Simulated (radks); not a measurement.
Values are calculated unless marked as measured or tabulated.
Q: Neutral bismuth, [Hg] 6p3. Level of theory: non-relativistic Kohn-Sham, PBE, spin-polarised, spherical densities, point nucleus (a radial shooting solver on a logarithmic mesh with Libxc functionals). Every spin shell is full or empty, so the densities are truly spherical. Functionals are evaluated on that one density, not self-consistently. Rank these orbital-free kinetic functionals by their error against the exact value of the orbitals, and give that value: Thomas-Fermi, TF + vW, LC94, APBEK, Perdew 92, Pearson, LKT, DePristo-Kress, Ernzerhof.

A: Exact: 20094.7 hartree. From best to worst, with 100 (|E| - |E exact|)/|E exact| (equal figures are ties): LC94 +0.03, APBEK +0.05, DePristo-Kress -0.19, Ernzerhof -0.46, Perdew 92 -0.66, Pearson -0.82, Thomas-Fermi -4.55, LKT +15.70, TF + vW +30.41.
